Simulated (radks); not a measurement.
Trend from Mg4+ to Ar4+: ionisation energy by Delta-SCF between NIST ground configurations, and size. All-electron calculation, non-relativistic Kohn-Sham, PBE, spin-polarised, spherical densities, point nucleus; open shells are filled with parallel spins first. Program: a radial shooting solver on a logarithmic mesh with Libxc functionals.

species  configuration  configuration of the ion  IE (eV)  NIST (eV)       kind  -e(HOMO) (eV)  outermost  <r> outermost (bohr)
Mg4+      [He] 2s2 2p4              [He] 2s2 2p3   140.87     141.33  semi-emp.    125.02 (2p)         2s                 0.655
Al4+      [He] 2s2 2p5              [He] 2s2 2p4   154.25     153.83  semi-emp.    136.94 (2p)         2s                 0.607
Si4+              [Ne]              [He] 2s2 2p5   167.10     166.77       exp.    148.52 (2p)         2s                 0.566
P4+           [Ne] 3s1                      [Ne]   65.502     65.025       exp.    59.402 (3s)         3s                  1.60
S4+           [Ne] 3s2                  [Ne] 3s1   72.359     72.595       exp.    65.745 (3s)         3s                  1.47
Cl4+      [Ne] 3s2 3p1                  [Ne] 3s2   67.527       67.7  semi-emp.    60.351 (3p)         3p                  1.44
Ar4+      [Ne] 3s2 3p2              [Ne] 3s2 3p1   74.855       74.8  semi-emp.    66.915 (3p)         3p                  1.33

Reference values: NIST Atomic Spectra Database (exp. = measured, semi-emp. = semi-empirical, theory = theoretical value adopted there). Open shells are spherical and high-spin; term and fine-structure splittings are not resolved.
